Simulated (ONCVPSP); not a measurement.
## S: one change to an ONCV potential, before and after

- Element: S (Z = 16)
- Generator: ONCVPSP 4.0.1
- Type: optimised norm-conserving Vanderbilt (ONCV)
- Functional: PBE
- Relativity: fully relativistic
- Frozen core: [Ne]
- Valence charge: 6
- Reference configuration: 3s2 3p3 (charge +1)
- Partial waves: 3s: rc 1.50 bohr, ncon 3, nbas 6, qcut 4.9 1/bohr, 2 projectors, debl 3.9 Ha; 3p: rc 1.25 bohr, ncon 4, nbas 8, qcut 5.7 1/bohr, 2 projectors, debl 0.6 Ha
- Local potential: polynomial inside 1.00 bohr (lpopt 5, dvloc0 2 Ha)
- Core correction: Teter function, fcfact 3.25, rcfact 1.05

Open shells are filled in proportion to 2j + 1.

In the p channel the program set the typed energies aside and used -0.616, 0.250 Ha (j = l + 1/2; the other j can differ).

All-electron outer shells of the reference configuration (PBE, scalar-relativistic, ld1.x):

| shell | level (eV) | outermost node (bohr) | outermost maximum (bohr) |
| --- | --- | --- | --- |
| 2s | -223.45 | 0.13 | 0.39 |
| 2p | -168.27 | – | 0.33 |
| 3s | -27.63 | 0.60 | 1.39 |
| 3p | -16.80 | 0.58 | 1.55 |

Change: s: qcut 3.2.

Cutoffs: the cutoffs (Ha) at which the residual kinetic energy of the hardest occupied pseudo-wave falls to 1 and 0.1 mHa per electron; they do not see the model core or the augmentation charge, which bear on the density cutoff. Errors are all-electron minus pseudo energies relative to the spin-unpolarised reference configuration.

Question: Predict the effect on cutoff, ghosts and configuration errors.

Answer: The potential gets harder (12 Ha and 100 Ha → 38 Ha and 100 Ha); of the 4 tests that both files solve, the error grows in 4 and shrinks in 0 by more than 15 % and 0.3 meV (median size 2.8 → 7.6 meV); neither file shows a bound ghost.

| quantity | base | changed |
| --- | --- | --- |
| cutoff, loose | 12 Ha | 38 Ha |
| cutoff, tight | 100 Ha | 100 Ha |
| loose cutoff by channel | s 12 Ha, p 7.1 Ha | s 38 Ha, p 7.1 Ha |
| bound ghosts | none | none |
| GHOST(+) flags under 300 eV | s at 131.4 eV | s at 129.7 eV |
| error for 3s2 3p4, meV [ΔE -11.77 eV] | +0.3 | +1.3 |
| error for 3s2 3p2, meV [ΔE 22.28 eV] | +4.1 | +7.3 |
| error for 3s2 3p1, meV [ΔE 56.33 eV] | +30 | +51 |
| error for 3s1 3p4, meV [ΔE 10.88 eV] | -1.4 | -7.8 |
| s: phases at 1.52 bohr within 0.05 rad from the reference energy up to (Ha; the scan ends near 5) | 4.4 | 4.3 |
| p3/2: phases at 1.27 bohr within 0.05 rad from the reference energy up to (Ha; the scan ends near 5) | 4.2 | 4.2 |
| p1/2: phases at 1.27 bohr within 0.05 rad from the reference energy up to (Ha; the scan ends near 5) | 4.2 | 4.2 |
| rms error of d²Exc/dni dnj with the model core, mHa | 8.14 | 7.78 |
